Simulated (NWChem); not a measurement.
# CH3FSi, singlet; SMILES C[Si]F

Results from NWChem. Low-valent species are run as closed-shell singlets; no triplet was tried in these runs. All runs use the structure optimised with PBE0/def2-SVP. Level B3LYP/def2-SVP: energy and gradient on several grids; changes count from the extra-fine grid, which is no exact limit either.

```tsv
grid	size of the energy change (μHa)	largest change of a gradient component (μHa/bohr)
xcoarse	1000	1000
coarse	10	100
medium	< 10	< 30
fine	< 10	< 30
xfine	< 10	< 30
```
